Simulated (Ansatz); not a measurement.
`[F][In]([SH])[O][SiH3]` + HCl → `[F][In]([Cl])[O][SiH3]` + H₂S at 500 K and 1 bar (ligand exchange at the In–S bond).

Calculated with Ansatz (gas phase, PBE0-D4/def2-TZVP geometries, no zero-point term in ΔE). CCSD(T)/CBS adds triple-zeta CCSD(T) − MP2 to the extrapolated MP2 energy (def2 sets, frozen cores). This one scheme is used for every species. Elements past krypton have def2 core potentials. For In outer-core shells are correlated without core-valence functions, which leaves a few kJ/mol of doubt a bond. Each species was taken in one conformer, which may not be the lowest.

| species | CCSD(T)/CBS energy (Eh) | H − E (kJ/mol) | S (J/(mol·K)) |
| --- | --- | --- | --- |
| `[F][In]([SH])[O][SiH3]` | -1054.15995 | 159.4 | 492.1 |
| HCl | -460.38127 | 32.5 | 201.9 |
| `[F][In]([Cl])[O][SiH3]` | -1115.57293 | 133.6 | 475.2 |
| H₂S | -398.97279 | 57.0 | 224.0 |

H − E and S are ideal-gas, rigid-rotor, harmonic terms from PBE0-D4/def2-TZVP, for one conformer and one mirror image of each species. 1 Eh = 2625.50 kJ/mol, R = 8.31446 J/(mol·K).

Question: By hand: ΔE, ΔH, ΔS and ΔG.

Answer: ΔE = (-1115.57293) + (-398.97279) − (-1054.15995) − (-460.38127) = -0.00450 Eh = -11.8 kJ/mol. Δ(H − E) = 133.6 + 57.0 − 159.4 − 32.5 = -1.3, so ΔH = -13.1 kJ/mol. ΔS = 475.2 + 224.0 − 492.1 − 201.9 = 5.2 J/(mol·K). ΔG = -13.1 − 500 × (5.2)/1000 = -15.7 kJ/mol.

Question: By hand: the equilibrium constant, and the temperature at which ΔG would vanish if ΔH and ΔS stayed fixed.

Answer: log₁₀ K = −ΔG/(RT ln 10) = 1.6. ΔH and −TΔS have one sign here, so there is no such temperature.

The number of gas molecules stays the same, so ΔS is small and ΔH decides. A doubt of 5 kJ/mol in ΔE shifts log₁₀ K by 0.5 here. Other conformers and mirror images would add mixing entropy, several J/(mol·K) or more a flexible species. Modes under 60 cm⁻¹, often nearly free rotors, make the harmonic entropy too high. These are equilibria of isolated gas molecules and say nothing of rates. Largest T1 diagnostic: 0.015 (customary marks: 0.02 for closed shells, 0.045 for open ones).

ΔS is within the doubt of such terms, so its sign, and with it that verdict, could turn.
